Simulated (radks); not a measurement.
The phosphorus anion P- inside a hard spherical wall (all orbitals vanish at R), configuration held at [Ne] 3s2 3p4 and not refilled when levels cross. Calculated with a radial shooting solver on a logarithmic mesh with Libxc functionals: non-relativistic Kohn-Sham, r2SCAN, spin-polarised, spherical densities, point nucleus; open shells are filled with parallel spins first; meta-GGA in the generalised Kohn-Sham scheme. Eigenvalues in eV for spin up, with the zero of energy where the potential of the charges vanishes at infinity; a dash marks a level that is unbound or too diffuse for the functional's potential to be trusted. A positive occupied level is held by the wall or, in an anion where self-interaction has pushed it up, behind a barrier. The pressure on the wall is -dE/dV.

R (bohr)  E (hartree)  kinetic (hartree)    e(2s)    e(2p)   e(3s)   e(3p)  e(4s, empty)  e(4p, empty)  pressure (GPa)
20         -341.26748            340.797  -170.12  -119.66  -8.519  -0.079         2.319         2.530         0.00152
15         -341.26644            340.792  -169.73  -119.26  -8.090   0.302         3.123         3.647         0.00239
8          -341.25495            340.841  -168.77  -118.29  -7.227   1.078         6.806         9.560           0.305
7          -341.24164            340.903  -168.13  -117.66  -6.756   1.546         8.689        12.241           0.980
6          -341.20673            341.060  -166.88  -116.40  -5.897   2.455        12.126        16.724            3.66
5          -341.10304            341.497  -164.22  -113.73  -4.171   4.405        19.118        25.120            16.6
4          -340.74679            342.829  -158.14  -107.63  -0.179   9.120        35.240        43.095            95.1
3.5        -340.27804            344.390  -152.47  -101.93   3.904  13.973        51.328        60.228             254
3          -339.28779            347.365  -143.65  -93.041  11.243  22.565        79.100        88.884             750
1.5        -313.91092            405.536  -63.266  -10.391  157.52  172.41        502.61        485.68           64200
